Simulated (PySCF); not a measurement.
# Nuclear quadrupole coupling in `Cc1cc(O)on1`

Compound: C₄H₅NO₂.
Atom-mapped SMILES: `[CH3:1][c:2]1[cH:3][c:4]([OH:5])[o:6][n:7]1` (hydrogens: H8, H9, H10 on C1; H11 on C3; H12 on O5)

Structure used (GFN2-xTB), in Å, numbered top down from 1:
```
atom  x, y, z in Å
C1    -2.0133   -0.1454    0.0711
C2    -0.5921    0.2498   -0.0821
C3     0.5624   -0.5356    0.1740
C4     1.5907    0.3117   -0.1295
O5     2.9219    0.1767   -0.0982
O6     1.1127    1.4921   -0.5287
N7    -0.2499    1.4400   -0.4948
H8    -2.2360   -1.0021   -0.5625
H9    -2.2146   -0.4231    1.1042
H10   -2.6503    0.6872   -0.2104
H11    0.6128   -1.5459    0.5216
H12    3.1570   -0.7061    0.2091
```

Field gradients from the PBE0/pcSseg-1 density (PySCF, non-relativistic), principal values in atomic units, ordered |Vxx| ≤ |Vyy| ≤ |Vzz|:

| atom | Vxx | Vyy | Vzz |
| --- | --- | --- | --- |
| O5 | -0.1542 | -1.6541 | 1.8083 |
| O6 | -0.6111 | -1.2040 | 1.8152 |
| N7 | -0.1824 | -1.1270 | 1.3094 |

Q: Find the asymmetry η = (Vxx − Vyy)/Vzz and the couplings χ = eQV/h (234.96 MHz × Q in barn × V in au), with Q(17O) = −0.0256 b, Q(14N) = 0.02044 b.

A: 
```
atom             environment  nucleus     η  χzz (MHz)  χxx (MHz)  χyy (MHz)
  O5      phenol-type oxygen      17O  0.83     -10.88       0.93       9.95
  O6             ring oxygen      17O  0.33     -10.92       3.68       7.24
  N7  pyridine-type nitrogen      14N  0.72       6.29      -0.88      -5.41
```

The tensor is traceless: Vxx + Vyy + Vzz = 0.

Q: What is Vzz at O6 in SI units (1 au = 9.71736 × 10²¹ V/m²)?

A: 1.8152 au = 17.639 × 10²¹ V/m².

Q: And the gradient at the other heavy atoms, for which no coupling is worked out here?

A: 
```tsv
atom	environment	Vzz (au)	η
C1	benzylic-type carbon	0.100	0.45
C2	substituted aromatic carbon	0.281	0.27
C3	aromatic CH carbon	-0.024	0.69
C4	aromatic carbon bearing oxygen	-0.238	0.61
```

Were the hydrogens deuterons (Q(2H) = 0.00286 b), χzz would run from 209 kHz (H8 and H9) to 306 kHz (H12).

One conformer (not necessarily the lowest) at the GFN2-xTB geometry, without solvent, vibrations or thermal averaging. GFN2-xTB bond lengths can be off by several hundredths of an ångström, more for odd bonds, and the gradients follow them. With a basis this small, the couplings can be 20 % off.
